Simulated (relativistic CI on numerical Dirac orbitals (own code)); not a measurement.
Computed by Dirac-Coulomb-Breit CI, KLI orbitals optimised for each configuration, model QED (radiative potential, 1s self-energy scaled to tabulated hydrogen-like ionisation energies), unscaled Slater integrals (own radial code, finite nucleus).

The strongest absorption lines from the ground level of an ion, among the configurations computed and to levels below about 379 eV (vacuum wavelength in nm, gf): 4.3095 (0.41), 7.1516 (6.5), 7.1947 (0.3), 7.4567 (1.8), 7.5862 (7.8), 8.9592 (0.58), 9.4597 (0.64), 9.6589 (0.56).

Task: Which ion is it?
A. Sm XXIV
B. Sm XXVI
C. Sm XXVIII
D. Ce XXII

Result: B. Sm XXVI has 37 electrons and the ground level 4s2 4p6 4d 2D_3/2; the strongest line goes to 4s2 4p5 4d2 2F°_5/2. The pattern of lines fixes the number of electrons, and along that sequence the line energies rise steadily with the charge (about as its square where n changes within one kind of shell, about linearly where n is kept but much faster in heavy ions where fine structure, which grows about as Z⁴, sets the gap, and irregularly where shells cross), which fixes Z. Configurations outside the model, such as inner-shell arrays, can give stronger lines. At this charge energies of transitions that change n are usually good to better than 1 %, and those within a shell (Δn = 0) to a few per cent.

LS names give the leading component of a level, which can be under half, so a name can repeat, a term be missing and a line seem to break the LS rules.
